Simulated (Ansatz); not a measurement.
Program: Ansatz 0.2.0.

A structure relaxed at PBE0-D4/def2-TZVP, charge 0, multiplicity 1:

```csv
atom,x (Å),y (Å),z (Å)
Cl1,-2.045,0.252,-0.307
In2,0.255,-0.031,0.038
H3,1.061,1.447,0.305
H4,0.729,-1.668,-0.037
```

Question: Give its formula and SMILES.

Answer: ClH2In, `[Cl][InH2]`.

Question: Point group (tolerance 0.08 Å, 0.16 Å for H)?

Answer: C2v.

Question: Summarise the bond lengths by kind.

Answer: 1 × Cl–In 2.343 Å; 2 × H–In 1.705 Å.
